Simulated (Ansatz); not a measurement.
A structure relaxed at PBE0-D4/def2-TZVP, charge 0, multiplicity 1:

Cartesian coordinates in Å:
```
Si -1.8222 1.1375 0.0633
S -0.9812 -0.7559 -0.4629
C 0.7492 -0.3215 -0.3233
C 1.7013 -1.3344 0.1154
O 1.3290 -0.2544 0.9578
H -3.2747 1.0159 -0.2099
H -1.2219 2.2026 -0.7825
H -1.5970 1.4681 1.4917
H 1.0724 0.4572 -1.0101
H 2.7219 -1.3078 -0.2569
H 1.3234 -2.3073 0.4175
```

**Question.** Give its formula and SMILES.

**Answer.** C2H6OSSi, `[SiH3]SC1CO1`.

**Question.** Summarise the bond lengths by kind.

**Answer.** 1 × S–Si 2.137 Å; 3 × H–Si 1.483 to 1.487 Å; 1 × C–S 1.790 Å; 1 × C–C 1.458 Å; 2 × C–O 1.408 to 1.419 Å; 3 × C–H 1.087 Å.

Program: Ansatz 0.2.0.
